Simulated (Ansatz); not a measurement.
A structure drawn as `[NH2][Ge][Br]`, with this starting geometry:

Cartesian coordinates in Å:
```
N -0.9043 -0.2500 -0.2563
Ge 0.7602 -0.9675 -0.3255
Br 2.2245 0.5618 0.5710
H -1.1337 0.0011 0.7912
H -0.9467 0.6545 -0.7804
```

Total charge 0; spin multiplicity 1.

(1) Relax it with Ansatz at PBE-D4/def2-SVP and then PBE0-D4/def2-TZVP. Is the drawn bonding still there?

(2) Give the relaxed structure. (Estimate.)

Atoms count as bonded under 1.1 times the sum of their covalent radii (H–H under 0.85 Å, pairs among N, O and F under 1.55 Å), and a drawn bond as lost past 1.3 times.

Answers

(1) Yes, every drawn bond is still there and no new one forms.

(2) Ansatz gave: 
Z-matrix (Å, degrees):
```
N
Ge 1 1.811
H 1 1.009 2 122.0
H 1 1.009 2 124.7 3 180.0
Br 2 2.372 1 96.0 3 -180.0
```
All modes are real.
